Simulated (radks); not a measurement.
Q: All-electron atom: Ge in [Ar] 3d10 4s2 4p2. Method: scalar-relativistic Kohn-Sham, exchange-only r2SCAN, spin-unpolarised, spherical densities, finite nucleus; meta-GGA in the generalised Kohn-Sham scheme; Fermi nuclear charge, rms radius 4.0742 fm; computed with a radial shooting solver on a logarithmic mesh with Libxc functionals. Some entries of the table are withheld. Estimate them.

orbital  occ.  eigenvalue (eV)  <r^2> (bohr^2)  <r> (bohr)
1s          2        -10992.49        0.002975     0.04701
2s          2        -1383.804         0.05190         (1)
2p          6        -1206.942         0.04134      0.1837
3s          2        -173.3969             (2)         (3)
3p          6        -118.4223          0.4914         (4)
3d         10         -29.0518          0.6942         (5)
4s          2         -11.3893           5.420       2.162
4p          2          -3.2109           10.19       2.913

A: 
(1) 2s <r> (bohr): 0.2097
(2) 3s <r^2> (bohr^2): 0.4476
(3) 3s <r> (bohr): 0.6231
(4) 3p <r> (bohr): 0.6464
(5) 3d <r> (bohr): 0.7353
